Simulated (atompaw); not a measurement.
u(r) = r·R(r): atom against pseudo-atom (tungsten (W))

Columns: radius, all-electron u(r) and pseudo u(r) of the 6p shell (level -1.55 eV) of tungsten in the configuration [Xe] 4f14 5d4 6s1.75 6p0.25; PBEsol, scalar-relativistic, PAW (atompaw) scheme, atompaw 4.2.0.5.

```
r (bohr)  all-electron  pseudo
   0.115       -0.0636  0.0009
   0.231        0.0034  0.0037
   0.346        0.1163  0.0084
   0.462        0.0845  0.0150
   0.577       -0.0157  0.0235
   0.692       -0.1124  0.0339
   0.808       -0.1767  0.0464
   0.923       -0.2033  0.0607
   1.038       -0.1985  0.0769
   1.154       -0.1703  0.0951
   1.269       -0.1269  0.1150
   1.385       -0.0742  0.1366
   1.500       -0.0177  0.1596
   1.615        0.0397  0.1839
   1.731        0.0962  0.2095
   1.846        0.1494  0.2356
   1.962        0.1994  0.2624
   2.077        0.2448  0.2890
   2.192        0.2860  0.3155
   2.308        0.3232  0.3415
   2.423        0.3558  0.3663
   2.538        0.3844  0.3897
   2.654        0.4094  0.4116
   2.769        0.4306  0.4312
   2.885        0.4485  0.4486
   3.000        0.4632  0.4632
```

How many radial nodes do the two functions have?

The all-electron 6p function has n − l − 1 = 4 (the table is too coarse to show those close to the nucleus); the pseudo-wave has 0, since the states of the same l below it are removed with the core.

Is the pseudo-wave norm-conserving?

No, it belongs to a PAW set: the norm inside the radius is not constrained, and the difference is carried by the augmentation charge.
